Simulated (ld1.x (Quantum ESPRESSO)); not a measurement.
## u(r) = r·R(r): atom against pseudo-atom (I (Z = 53))

Columns: radius, all-electron u(r) and pseudo u(r) of the 5s shell (level -21.70 eV) of iodine in the configuration [Kr] 4d10 5s2 5p4.5; PBE, scalar-relativistic, ultrasoft scheme, ld1.x (Quantum ESPRESSO) 7.5.

| r (bohr) | all-electron | pseudo |
| --- | --- | --- |
| 0.100 | -0.1494 | 0.0531 |
| 0.200 | 0.2489 | 0.1070 |
| 0.300 | 0.1800 | 0.1623 |
| 0.400 | -0.1341 | 0.2194 |
| 0.500 | -0.3666 | 0.2786 |
| 0.600 | -0.4247 | 0.3398 |
| 0.700 | -0.3375 | 0.4026 |
| 0.800 | -0.1657 | 0.4661 |
| 0.900 | 0.0376 | 0.5292 |
| 1.000 | 0.2371 | 0.5906 |
| 1.100 | 0.4134 | 0.6486 |
| 1.200 | 0.5577 | 0.7016 |
| 1.300 | 0.6684 | 0.7477 |
| 1.400 | 0.7474 | 0.7854 |
| 1.500 | 0.7986 | 0.8132 |
| 1.600 | 0.8260 | 0.8298 |
| 1.700 | 0.8341 | 0.8345 |
| 1.800 | 0.8267 | 0.8267 |
| 1.900 | 0.8074 | 0.8074 |
| 2.000 | 0.7790 | 0.7790 |
| 2.100 | 0.7442 | 0.7442 |
| 2.200 | 0.7050 | 0.7050 |
| 2.300 | 0.6632 | 0.6632 |
| 2.400 | 0.6201 | 0.6201 |
| 2.500 | 0.5768 | 0.5768 |
| 2.600 | 0.5341 | 0.5341 |

Problem. How many radial nodes do the two functions have?

Solution. The all-electron 5s function has n − l − 1 = 4 (the table is too coarse to show those close to the nucleus); the pseudo-wave has 0, since the states of the same l below it are removed with the core.

Problem. At about which radius was the pseudo-wave matched?

Solution. 1.80 bohr, where the columns begin to agree (steps of 0.10 bohr).

Problem. Is the pseudo-wave norm-conserving?

Solution. No, it belongs to an ultrasoft set: the norm inside the radius is not constrained, and the difference is carried by the augmentation charge.
